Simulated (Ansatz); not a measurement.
Born–Oppenheimer molecular dynamics of AlBCl$_{3}$F$_{2}$H (8 atoms, charge 0, multiplicity 1). It starts at the highest image of a converged band, a first-order saddle point between two minima.

Method: RKS revPBE/def2-SVP in Ansatz.

| Quantity | Value |
| --- | --- |
| ensemble | NVE (velocity Verlet) |
| time step | 0.5 fs |
| steps asked | 200 |
| starting velocities drawn for | 100 K |
| seed | 7004 |

First frame:

```xyz
8
Properties=species:S:1:pos:R:3
Al -1.425 -0.218 -0.078
Cl 0.763 -1.436 0.441
F -1.895 -0.911 -1.536
F -2.338 -0.549 1.295
B 1.474 0.233 0.087
H -0.554 1.124 -0.122
Cl 2.013 0.553 -1.545
Cl 1.962 1.204 1.458
```

Problem. How far do the bonds stretch over the last three quarters of this one trajectory? (Pairs bonded in most of those frames.)

Solution. 
| bond | mean (Å) | spread (Å) | shortest | longest |
| --- | --- | --- | --- | --- |
| Al1–Cl2 | 2.540 | 0.018 | 2.52 | 2.59 |
| Al1–F3 | 1.678 | 0.018 | 1.65 | 1.71 |
| Al1–F4 | 1.683 | 0.018 | 1.66 | 1.71 |
| Al1–H6 | 1.603 | 0.011 | 1.58 | 1.62 |
| Cl2–B5 | 1.854 | 0.014 | 1.83 | 1.87 |
| B5–Cl7 | 1.746 | 0.017 | 1.72 | 1.77 |
| B5–Cl8 | 1.749 | 0.015 | 1.72 | 1.78 |

Mean temperature of the second half: 43 K. The conserved energy stayed within 0.0074 meV per atom of its start (net change 0.0041 meV per atom), so the integration is sound. A run of 0.1 ps of so small a system gives no equilibrium averages. The orbitals stay closed-shell, which can raise the energy where a bond breaks towards radicals; this wasn't checked here.

Time of the run: 6.8 min on 4 threads of Arm Neoverse N1, with other jobs on the host, peak memory 0.19 GiB.
